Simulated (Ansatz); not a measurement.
```yaml
crystal:
  periodic: [false, false, false]
  atoms:
    - {symbol: C, position_ang: [-1.071336, 1.237080, -0.115874]}
    - {symbol: O, position_ang: [-1.259472, -0.121855, 0.185870]}
    - {symbol: Sn, position_ang: [0.299524, -1.276206, 0.483914]}
    - {symbol: Se, position_ang: [1.820925, -1.123671, -1.528215]}
    - {symbol: H, position_ang: [-0.583160, 1.785108, 0.703015]}
    - {symbol: H, position_ang: [-0.475835, 1.383368, -1.027040]}
    - {symbol: H, position_ang: [-2.053627, 1.689249, -0.280092]}
    - {symbol: H, position_ang: [-0.372289, -2.829391, 0.599835]}
    - {symbol: H, position_ang: [1.132994, -0.695900, 1.856125]}
    - {symbol: H, position_ang: [2.645278, -0.098879, -0.874636]}
basis:
  gaussian: {orbitals: def2-TZVPD}
total_charge: 1
magnetization: {spin_polarized: true, initial_magnetization: 7}
hamiltonian: {xc: {name: SPW92}}
output: {forces: true}
```

```sh
$ ansatz run in.yaml --threads 2 --pin off --events-out ev --progress --plain --max-ram 32768MiB --backend cpu
```

Shortened log:

```
Functional definition: SPW92
1491 factors; their error is unknown
mean field evaluation 1: about -74147.7473 eV, gradient 1.0e2 eV
mean field evaluation 2: about -73008.6259 eV, gradient 2.7e2 eV
mean field evaluation 4: about -74168.5448 eV, gradient 8.0e1 eV
mean field evaluation 8: about -74210.3180 eV, gradient 7.0e0 eV
mean field evaluation 16: about -74210.6035 eV, gradient 9.8e-2 eV
mean field evaluation 32: about -74210.5719 eV, gradient 2.3e-5 eV
mean field -74210.57186329 eV, -2727.1882142437 hartree, gradient 4.2e-6 eV, S^2 15.755656; 10 other end points of the search recorded, 0 dependent functions left out
reference -74210.57192777 eV, -2727.1882166131 hartree; 41, 34 occupied and 203, 210 virtual orbitals, 1491 factors
Total energy: -74210.57192777 eV, -2727.1882166131 hartree
Atom 0 at    -1.071336     1.237080    -0.115874 Å, force    -2.517109    -1.292396    -0.462933 eV/Å
Atom 1 at    -1.259472    -0.121855     0.185870 Å, force    -3.460623     4.774715    -1.169529 eV/Å
Atom 2 at     0.299524    -1.276206     0.483914 Å, force     0.688096    -2.951518     1.570050 eV/Å
Atom 3 at     1.820925    -1.123671    -1.528215 Å, force     0.329753    -2.742340    -5.714142 eV/Å
Atom 4 at    -0.583160     1.785108     0.703015 Å, force     0.777357     0.213239     0.633207 eV/Å
Atom 5 at    -0.475835     1.383368    -1.027040 Å, force     0.928209    -0.018719    -0.223327 eV/Å
Atom 6 at    -2.053627     1.689249    -0.280092 Å, force    -0.346828     0.190352     0.179131 eV/Å
Atom 7 at    -0.372289    -2.829391     0.599835 Å, force    -0.678433    -1.978316     0.611007 eV/Å
Atom 8 at     1.132994    -0.695900     1.856125 Å, force     1.572007     0.718022     2.626156 eV/Å
Atom 9 at     2.645278    -0.098879    -0.874636 Å, force     2.707570     3.086961     1.950380 eV/Å
Dipole moment:    -0.401645     0.762071    -0.078604 e Å
```

Q: What is wrong with this run?

A: The spin is set far too high for this molecule. The calculation finished and met its thresholds. The result belongs to that input, not to the molecule as meant.
